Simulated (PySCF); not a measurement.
Computed shifts of a molecule CH8O2Si2, B3LYP/pcSseg-1 in PySCF, GIAO, gas phase, atoms alike by connectivity averaged where their shifts nearly agree, in ppm (number of nuclei): ²⁹Si: 12.7 (1), -114.4 (1). ¹³C: 8.5 (1). ¹H: 3.49 (3), 1.86 (1), 1.28 (1), 0.49 (3). References: ²⁹Si against TMS (σ = 338.7 ppm); ¹³C against TMS (σ = 181.3 ppm); ¹⁷O against H2O (σ = 333.8 ppm); ¹H against TMS (σ = 31.68 ppm), references at their B3LYP-D3(BJ)/def2-TZVP geometries, non-relativistic. Coordinates come from a r2SCAN-D4/def2-SVP optimisation. The values are those of a single conformer.

Which structure fits?
A) O[SiH2]OC[SiH3]
B) OC[Si@H](O)[SiH3]
C) C[Si](O)(O)[SiH3]
D) OC[SiH2][SiH2]O

C, C[Si](O)(O)[SiH3]
